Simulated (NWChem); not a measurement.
Everything below was run with NWChem. System: C₃H₇O₂, charge 0, spin multiplicity 2, at a geometry optimised with UPBE0/def2-SVP. The structure started from a generated list of species. Its SCF solution wasn't tested for a lower state. Level: G0W0@UPBE/def2-TZVP, RI basis def2-tzvp-rifit.

Output (cleaned and shortened):

```
             Northwest Computational Chemistry Package (NWChem) 7.3.0
             --------------------------------------------------------

                                NWChem Input Module
                                -------------------

 Scaling coordinates for geometry "geometry" by  1.889725989
 (inverse scale =  0.529177249)

                             Geometry "geometry" -> ""
                             -------------------------

 Output coordinates in angstroms (scale by  1.889725989 to convert to a.u.)

  No.       Tag          Charge          X              Y              Z
 ---- ---------------- ---------- -------------- -------------- --------------
    1 C                    6.0000    -0.75800300     1.43094700    -0.38123500
    2 C                    6.0000    -0.70764800     0.06534900     0.19314700
    3 O                    8.0000    -0.82029600    -0.86178500    -0.87590000
    4 C                    6.0000     0.59065400    -0.21898600     0.95155100
    5 O                    8.0000     1.68196100    -0.19893900     0.08680300
    6 H                    1.0000    -1.26852500     1.59250900    -1.33224900
    7 H                    1.0000    -0.38778800     2.28510400     0.18809100
    8 H                    1.0000    -1.55691600    -0.06618000     0.90490600
    9 H                    1.0000    -1.02621900    -1.72513000    -0.50061600
   10 H                    1.0000     0.74739900     0.53622200     1.73984900
   11 H                    1.0000     0.48519500    -1.20040900     1.46645800
   12 H                    1.0000     1.36350900    -0.60018400    -0.73444500

 Effective nuclear repulsion energy (a.u.)     188.5641834958

            Nuclear Dipole moment (a.u.)
            ----------------------------
        X                 Y               Z
 ---------------- ---------------- ----------------
    -0.0000132281     0.0000000000    -0.0000075589


 Summary of "ao basis" -> "" (spherical)
 ------------------------------------------------------------------------------
       Tag                 Description            Shells   Functions and Types
 ---------------- ------------------------------  ------  ---------------------
 *                         def2-tzvp                  on all atoms

 new library libraries.bse/

 Summary of "ri basis" -> "" (spherical)
 ------------------------------------------------------------------------------
       Tag                 Description            Shells   Functions and Types
[...]
      <S2> =      0.7538 (Exact =     0.7500)

 center of mass
 --------------
 x =   0.04094708 y =  -0.02039946 z =  -0.04317177

 moments of inertia (a.u.)
 ------------------
         302.477816808249          39.992981318126         -86.357804846661
          39.992981318126         411.003874175389          -5.709483448174
         -86.357804846661          -5.709483448174         470.122298452234

     Multipole analysis of the density
     ---------------------------------

     L   x y z        total         alpha         beta         nuclear
     -   - - -        -----         -----         ----         -------
     0   0 0 0     -0.000000    -21.000000    -20.000000     41.000000

     1   1 0 0     -0.694640      0.347608     -1.042235     -0.000013
     1   0 1 0     -0.387351     -1.414863      1.027512      0.000000
     1   0 0 1      0.380304      0.487654     -0.107343     -0.000008

     2   2 0 0    -26.641449    -94.831292    -90.544285    158.734128
     2   1 1 0      0.626602     13.859925     10.392517    -23.625841
     2   1 0 1     -1.264300    -23.729224    -23.724534     46.189459
     2   0 2 0    -20.514287    -70.686304    -62.973528    113.145545
     2   0 1 1      0.290417      0.843658     -1.189573      0.636332
     2   0 0 2    -23.292931    -50.659126    -48.780237     76.146432

 Task  times  cpu:      109.2s     wall:      109.2s

                                NWChem Input Module
                                -------------------

                                 NWChem GW Module
                                 ----------------

                             ***********************
                             ***        GW       ***
                             ***********************

 Summary of "ri basis" -> "ri basis" (spherical)
 ------------------------------------------------------------------------------
       Tag                 Description            Shells   Functions and Types
 ---------------- ------------------------------  ------  ---------------------
 C                      def2-tzvp-rifit             22       76   8s6p4d3f1g
 O                      def2-tzvp-rifit             22       76   8s6p4d3f1g
 H                      def2-tzvp-rifit              7       15   4s2p1d

                 Memory Information
                 ------------------
          Available GA per process is          1699.4 MBs
          Available stack per process is        700.0 MBs
          Available heap per process is           0.9 MBs

          Peak memory in Initialization
              Peak GA per process is                 35.1 MBs
              Peak stack per process is               0.5 MBs
              Peak heap per process is               35.4 MBs
              Memory not in MA per process            0.0 MBs

          Peak memory in CDGW Calculation
              Peak GA per process is                 38.6 MBs
              Peak stack per process is               3.6 MBs
              Peak heap per process is                5.8 MBs
              Memory not in MA per process            0.1 MBs

          Computing 2-center integrals
          Computing Inverse Cholesky factor
          Computing 3-center integrals
          Computing Vxc

          Computing Sigma_x
          Computing W(iw) on the imaginary grid
          Solving quasiparticle equations

                  Alpha Orbitals
          State     Energy (eV)     Error (eV)
          -----------------------------------
@GW        18        -11.717           0.002
@GW        19        -10.642           0.002
@GW        20         -9.714           0.003
@GW        21         -7.920           0.002
@GW        22          2.349           0.002
@GW        23          3.543           0.001

                   Beta Orbitals
          State     Energy (eV)     Error (eV)
          -----------------------------------
@GW        17        -12.019           0.002
@GW        18        -11.686           0.003
@GW        19        -10.502           0.002
@GW        20         -9.648           0.002
@GW        21          0.006           0.002
@GW        22          2.504           0.002

     GW Timing Statistics
   ------------------------
   Init.   :          0.1s
     ERIs  :          4.0s
     Distr.:          0.1s
     Vxc   :          2.8s
   Vmo     :          0.0s
   iW      :         12.5s
   I_n     :          0.0s
   R_n     :          5.9s
   GW total:         25.3s

 Task  times  cpu:       25.3s     wall:       25.3s

 Total times  cpu:      134.5s     wall:      134.5s
```

Task: Write an NWChem input that would produce this output.

Result: Several could match; the one computed here: 
```
start mol
memory heap 200 mb stack 700 mb global 1700 mb
geometry units angstroms nocenter noautoz noautosym
  C     -0.758003     1.430947    -0.381235
  C     -0.707648     0.065349     0.193147
  O     -0.820296    -0.861785    -0.875900
  C      0.590654    -0.218986     0.951551
  O      1.681961    -0.198939     0.086803
  H     -1.268525     1.592509    -1.332249
  H     -0.387788     2.285104     0.188091
  H     -1.556916    -0.066180     0.904906
  H     -1.026219    -1.725130    -0.500616
  H      0.747399     0.536222     1.739849
  H      0.485195    -1.200409     1.466458
  H      1.363509    -0.600184    -0.734445
end
basis spherical
  * library def2-tzvp
end
basis "ri basis" bse spherical
  * library def2-tzvp-rifit
end
dft
  xc xpbe96 cpbe96
  odft
  mult 2
  iterations 100
  direct
  tolerances tight
end
task dft energy
gw
  method cdgw
  states alpha occ 4 vir 2
  states beta occ 4 vir 2
end
task dft gw
```
